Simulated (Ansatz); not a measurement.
A series at V: from vanadium oxytrichloride, ligands are replaced one by one, each step taking up H₂O and setting free HCl; n counts the steps. Ansatz, PBE0-D4/def2-TZVP geometries. Each molecule was computed in one conformer, which needn't be the lowest.

| n | molecule | zero-point energy, PBE0-D4/def2-TZVP (kJ/mol) |
| --- | --- | --- |
| 0 | `[O]=[V]([Cl])([Cl])[Cl]` | ? |
| 1 | `[O]=[V]([OH])([Cl])[Cl]` | 53.7 |
| 2 | `[O]=[V]([OH])([OH])[Cl]` | 85.5 |
| 3 | `[O]=[V]([OH])([OH])[OH]` | 116.6 |

Problem. By hand: fit a straight line y = ȳ + b (n − n̄) to the 3 given rows and predict n = 0.

Solution. n̄ = 2.000, ȳ = 85.27; Σ(n − n̄)(y − ȳ) = 62.90, Σ(n − n̄)² = 2.000, so b = 31.45 kJ/mol a step. Prediction: 85.27 + (31.45) × (-2.000) = 22.4 kJ/mol.

Problem. By hand: compare with the computed value, 21.4 kJ/mol, and give the steps along the whole series.

Solution. The line misses by -1.0 kJ/mol (computed minus predicted). Steps: 32.3, 31.8, 31.1 kJ/mol.

The steps differ by at most 1.2 kJ/mol, 3.8 % of a mean step, so the ligands' effects nearly add and a line is close. The miss is 1.1 % of the series' range.
